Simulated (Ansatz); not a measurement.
A correction line for MP2/def2-SVP: atomisation enthalpy at 298 K

The atomisation enthalpy at 298 K in kJ/mol of 6 S-containing molecules: x at MP2/def2-SVP, y from tabulated heats of molecules and atoms (CRC Handbook of Chemistry and Physics, NIST-JANAF tables). Shapes, held fixed at every level: PBE0-D4/def2-TZVP. Flexible molecules stand in one conformer, not always the lowest. Computed values hold a harmonic thermal term (PBE0-D4/def2-TZVP) and the atoms' spin-orbit lowering. Programs: Ansatz 0.2.0.

| molecule | x (kJ/mol) | y (kJ/mol) |
| --- | --- | --- |
| SF2 (sulfur difluoride) | 621 | 732 |
| S2F2 (Difluorodisulfane) | 838 | 1049 |
| SO2F2 (sulfuryl fluoride) | 1423 | 1693 |
| S8 (cyclooctasulfur) | 1649 | ? |
| SF6 (sulfur hexafluoride) | 1734 | 1974 |
| CH4S (methanethiol) | 1764 | 1889 |

Fit y = c + s·x to the known rows and predict y for S8.


1. Means of the 5 rows: x = 1276.00, y = 1467.4.
2. Σ(Δx)² = 1090386, Σ(Δx·Δy) = 1135873, so the slope is 1135873/1090386 = 1.0417.
3. Intercept: 1467.4 − (1.0417) × 1276.00 = 138.2. The largest residual of the fit is 87.
4. S8: 138.2 + 1.0417 × 1649 = 1856 kJ/mol.

The tabulated heats give 2115 kJ/mol, so the prediction is off by -259 kJ/mol, more than the largest residual. Uncorrected, MP2/def2-SVP misses it by -466 kJ/mol, and the other rows by 191 on average. The line removes about 40 % of this miss. Left out in turn, the other rows are missed by 96 kJ/mol on average, so the withheld one doesn't follow the line. The heats of SF2, SO2F2 come from older tables and can be uncertain by 10 kJ/mol or more. The tabulated value of S2F2 is in doubt (older tables, estimates, or at odds with other calculations) and kept here.
